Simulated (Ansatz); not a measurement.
Geometry optimisation, Ansatz, RKS BHLYP-D4/STO-3G.

The input (input.yaml):

```yaml
crystal:
  periodic: [false, false, false]
  atoms:
    - { symbol: Si, position_ang: [0.0, 0.0, 0.0] }
    - { symbol: Si, position_ang: [0.0, 0.0, 2.22] }
    - { symbol: H, position_ang: [-1.3148, -0.4067, 2.7074] }
    - { symbol: H, position_ang: [1.0096, -0.9353, 2.7074] }
    - { symbol: H, position_ang: [0.3052, 1.342, 2.7074] }
    - { symbol: O, position_ang: [1.5842, 0.0, -0.5594] }
    - { symbol: H, position_ang: [1.9006, -0.9521, -0.6761] }
    - { symbol: O, position_ang: [-0.7913, 1.3709, -0.5594] }
    - { symbol: H, position_ang: [-1.7491, 1.1401, -0.7818] }
    - { symbol: O, position_ang: [-0.7913, -1.3709, -0.5594] }
    - { symbol: H, position_ang: [-1.2459, -1.8365, 0.2129] }
basis:
  gaussian: { orbitals: STO-3G }
hamiltonian:
  xc: { name: BHLYP }
  dispersion: d4
relax:
  f_tol: 0.02
  max_steps: 40
```

Command:

```bash
$ ansatz run input.yaml --threads 1 --pin off --max-ram 2048MiB --backend cpu --events-out ev --progress --plain --runs-dir out
```

Q: Where does it end, and by what steps?

A: It converged. Limits of this set-up: minimal basis. After 13 steps the energy has fallen by 0.371 eV; H9 moved furthest, 0.91 Å.

```tsv
step	energy less start (eV)	largest force component (eV/Å)	accepted
0	0.0000	1.326	yes
1	-0.1612	0.431	yes
2	-0.1887	0.204	yes
3	-0.2026	0.252	yes
4	-0.0601	2.298	no
5	-0.2210	0.297	yes
6	-0.2411	0.419	yes
7	-0.2847	0.357	yes
8	-0.3334	0.320	yes
9	-0.3623	0.081	yes
10	-0.3694	0.061	yes
11	-0.3710	0.059	yes
12	-0.3673	0.448	no
13	-0.3712	0.009	yes
```

```xyz
11
Properties=species:S:1:pos:R:3
Si -0.055 -0.129 0.190
Si 0.031 0.037 2.440
H -1.248 -0.264 3.009
H 0.982 -0.888 2.977
H 0.405 1.359 2.841
O 1.464 0.059 -0.524
H 1.496 -0.624 -1.258
O -1.106 1.081 -0.336
H -1.026 1.122 -1.336
O -0.551 -1.613 -0.453
H -1.484 -1.789 -0.130
```

Run time: 33 s on 1 thread of Arm Neoverse V2, with other jobs on the host, peak memory 0.11 GiB.
